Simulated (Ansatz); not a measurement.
`C[Si](F)(F)C#N` + H₂O → `C[Si](O)(F)F` + `C#N`  (formal hydrolysis of the Si–C bond)

Calculated with Ansatz (gas phase, PBE0-D4/def2-TZVP geometries, no zero-point term in ΔE). CBS: MP2 limit from def2 TZ/QZ plus the TZ coupled-cluster correction, frozen cores. This one scheme is used for every species. DFT in def2-TZVPP. One conformer a species, not always the lowest.

CCSD(T)/CBS gives -84.3 kJ/mol.

Q: Another level gave -82.0 kJ/mol. Which?
A. RPA@PBE/def2-TZVPP
B. revPBE-D4/def2-TZVPP
C. HF/def2-TZVPP
D. r2SCAN/def2-TZVPP

A: A. RPA@PBE/def2-TZVPP -82.0, revPBE-D4 -75.0, r2SCAN -87.4, HF/def2-TZVPP -97.9 kJ/mol.

Largest T1 diagnostic among the species: 0.014.

Leaving LDA and LC-ωPBE aside and taking each functional with its dispersion term where it has one, the values, not all of them listed here, spread over 16.2 kJ/mol, from BHLYP-D4 to revPBE-D4. LDA lies −8.2 kJ/mol from PBE without D4. From BLYP to BHLYP (50 % exact exchange), in def2-TZVPP and without D4, ΔE moves by −9.5 kJ/mol.
